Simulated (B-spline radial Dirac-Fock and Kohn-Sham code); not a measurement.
Sb⁶⁺: non-radiative channels of the L3 vacancy

System: antimony as Sb⁶⁺, [Kr] 4d9.

The run's input, task.json:

```json
{"items": [{
  "Z": 51,
  "q": 6,
  "cfg": [[1, 0, 2], [2, 0, 2], [2, 1, 6], [3, 0, 2], [3, 1, 6], [3, 2, 10], [4, 0, 2], [4, 1, 6], [4, 2, 9]],
  "A": 121,
  "rrms": 4.6802,
  "do": ["binding", "quiet", "decay"],
  "holes": ["K", "L1", "L2", "L3", "M1", "M2", "M3", "M4", "M5", "N1", "N2", "N3"]
}]}
```

Run with: `python xray_run.py task.json out`

Model: a relativistic independent-particle model: LDA orbitals of the hole state, radiative multipoles to third order, Auger rates from the Coulomb interaction with a continuum orbital, Dirac-Fock energies. Program: an atomic code on a B-spline grid. Kinetic energies are configuration averages from the vacuum level; the two-hole energies are estimated from single-hole states.

```tsv
transition	kinetic energy (eV)	width (meV)	share (%)
L3-M1M3	2282.2	74.6	3.2
L3-M2M3	2409.2	126	5.4
L3-M3M3	2455.8	174	7.4
L3-M2M5	–	79.8	3.4
L3-M3M4	2685.1	180	7.7
L3-M3M5	–	273	11.7
L3-M4M4	2913.5	26.8	1.1
L3-M4M5	–	518	22.2
L3-M5M5	–	348	14.9
L3-M3N3	3143.2	56.9	2.4
L3-M3N4	3220.3	23.6	1.0
L3-M3N5	3221.9	35.3	1.5
L3-M5N3	–	39.9	1.7
L3-M4N5	3452.8	53.0	2.3
L3-M5N4	–	61.9	2.6
L3-M5N5	–	78.9	3.4
```

A dash stands for an energy that rests on an unreliable hole state.

The listed channels hold 92 % of the non-radiative rate. Summed by principal shells, of 2.34 eV in all: LMM 78.2 %, LMN 20.4 %, LNN 1.4 %.

Values without a named source are computed, but for edge energies of neutral atoms, which are taken from tables.
